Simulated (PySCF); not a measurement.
Ligand exchange on a metal centre used in film growth or etching (W OH-NH2). Gas-phase values, no solvent. One relaxed conformer stands for each flexible species; it need not be the lowest.

These are B3LYP-D3(BJ)/def2-TZVP // PBE-D3(BJ)/def2-SVP (PySCF) values and carry that method's errors. All candidates: neutral, multiplicity 1. B3LYP has the VWN-RPA correlation part, as in Gaussian. 

```
Property         Result
-------------  --------
HOMO–LUMO gap   4.54 eV
HOMO           -6.23 eV
LUMO           -1.69 eV
```

Question: Identify which member has these values.
A. [W(NH2)6]
B. [W(OH)(NH2)5]
C. [W(OH)3(NH2)3]
D. [W(OH)5(NH2)]

Answer: B, [W(OH)(NH2)5]. The others give [W(OH)5(NH2)]: 4.80 eV, -7.54 eV, -2.74 eV; [W(OH)3(NH2)3]: 4.31 eV, -6.63 eV, -2.32 eV; [W(NH2)6]: 4.52 eV, -5.98 eV, -1.46 eV
